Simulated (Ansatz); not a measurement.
Molecule: LaBr3, charge -1, multiplicity 2. The spin state was set by rule; other spins were not relaxed. 
Structure (B3LYP-D3(BJ)/def2-TZVP (Ansatz, a quantum-chemistry and plane-wave program) minimum search):
```xyz
4

La     0.0000     0.0000     0.0000
Br    -2.2607    -1.7431    -0.3577
Br    -0.0258     2.6416    -1.1395
Br     2.2865    -0.8985     1.4972
```
Charge -1, spin multiplicity 2.

Basis-set convergence of Hartree-Fock and CCSD correlation energies (hartree) with Ansatz. Correlated levels leave the core frozen unless marked. Open shells are spin-unrestricted. Spin-orbit coupling is left out. Frozen are the shells of the preceding noble gas and the d and f shells that filled before the atom's block. In def2 rows, elements after Kr have scalar-relativistic effective core potentials. This anion needs diffuse functions, which these sets lack.

| basis | functions | E(HF) | E(corr, CCSD) |
|---|---|---|---|
| def2-SVP | 128 | -7747.80603 | -0.42630 |
| def2-TZVPP | 200 | (withheld) | (withheld) |

Problem. What belongs in the gaps?

Solution. 
- def2-TZVPP, E(HF): -7748.75404
- def2-TZVPP, E(corr, CCSD): -0.57577
